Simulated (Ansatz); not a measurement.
Cl3Sb, charge +1, doublet, at a GFN2-xTB geometry (a state made from the parent by changing its charge; the spin is typed, not shown lowest) (core potentials on Sb). Base run: CAM-B3LYP/def2-SVP (Ansatz, a program for electronic structure).

Input for Ansatz:
Ansatz 0.2 input:
```yaml
crystal:
  periodic: [false, false, false]
  atoms:
    - {symbol: Sb, position_ang: [0.00321780, -0.00060931, 0.45841300]}
    - {symbol: Cl, position_ang: [-1.88737745, -1.03661953, -0.44656592]}
    - {symbol: Cl, position_ang: [0.04063205, 2.15098423, -0.45586257]}
    - {symbol: Cl, position_ang: [1.83709199, -1.11253676, -0.47281051]}
basis:
  gaussian:
    orbitals: def2-SVP
hamiltonian:
  xc: cam_b3lyp
total_charge: 1
magnetization: {spin_polarized: true, initial_magnetization: 1}
```

Variants of this job, named by their change:

```csv
change,ΔE vs base (mEh)
base,0.000
"final_grid = 4, 8, 17",0.079
"point_charge = charge:-1.0 position_ang:-0.5347, 4.6014, 2.0516",-112.6
lower_state_search = full,0.000
"final_grid = 10, 20, 41",0.001
accuracy = high,0.000
forces = on,0.000
nuclear_model = gaussian,1.214
"point_charge = charge:1.0 position_ang:-5.0299, 1.1402, 0.0415",96.695
"final_grid = 6, 12, 29",-0.001
fitting.mean_field = def2-universal-JKFIT,-0.023
```
